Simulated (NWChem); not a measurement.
Species: TiH2Cl2; SMILES [Cl][TiH2][Cl]

```xyz
5

Ti     0.0000     0.0000    -0.5974
Cl     1.8904     0.0000     0.4776
Cl    -1.8904     0.0000     0.4776
H      0.0000    -1.3463    -1.6030
H      0.0000     1.3463    -1.6030
```
Atoms are numbered in this order, from 1.

Level: B3LYP/6-31G* (spherical d) (NWChem), optimised geometry, unscaled harmonic frequencies. 

| frequency (cm⁻¹) | IR intensity (km/mol) |
|---|---|
| 103 | 3.9 |
| 239 | 24.1 |
| 415 | 16.7 |
| 419 | 6.5 |
| 502 | 0.0 |
| 525 | 143.2 |
| 617 | 216.7 |
| 1770 | 207.7 |
| 1787 | 144.7 |

```
Quantity                                                                            Value
-----------------------------------------------------------------------  ----------------
zero-point energy                                                            9.1 kcal/mol
thermal correction to the enthalpy at 298.15 K (with zero-point energy)     13.0 kcal/mol
heat capacity Cv                                                         16.0 cal/(mol K)
entropy at 298.15 K and 1 atm (symmetry number 2)                        73.9 cal/(mol K)
dipole moment                                                                      0.28 D
```

Rigid rotor and harmonic oscillator.
